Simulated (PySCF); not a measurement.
## SbH⁺: from constants to spectrum

UHF-CCSD(T) constants of SbH⁺, ²Π (doublet), unpaired electrons π ↑ (PySCF, scalar-relativistic core potentials, basis sets Sb cc-pVTZ-PP with ECP28, H cc-pVTZ; masses 120.9038 and 1.0078 u):

* ωe: 2001.5 cm⁻¹
* ωexe: 32.4 cm⁻¹
* Be: 5.7794 cm⁻¹
* αe: 0.140 cm⁻¹
* De to Sb⁺ + H: 2.74 eV

Q: What force constant and bond length do these constants imply?

A: Reduced mass μred = 0.99949 u; k = 5.8918×10⁻⁷·μred·ωe² (u, cm⁻¹, mdyn/Å) = 2.36 mdyn/Å; Re = √(16.8576/(μred·Be)) (u, cm⁻¹, Å) = 1.708 Å.

Q: Estimate the centrifugal constant D from the Kratzer relation and find the Dunham coefficient a1.

A: D = 4Be³/ωe² = 0.000193 cm⁻¹; a1 = −1 − αeωe/(6Be²) = -2.40.

Correlated steps freeze 4 core orbitals. Spin–orbit coupling is left out, which matters for elements this heavy, above all for dissociation energies. For an ion De counts to the pair picked by the measured ionisation energies or electron affinities, which need not be the lowest pair at this level. The state was picked by a PBE0 search and need not be the measured ground state.
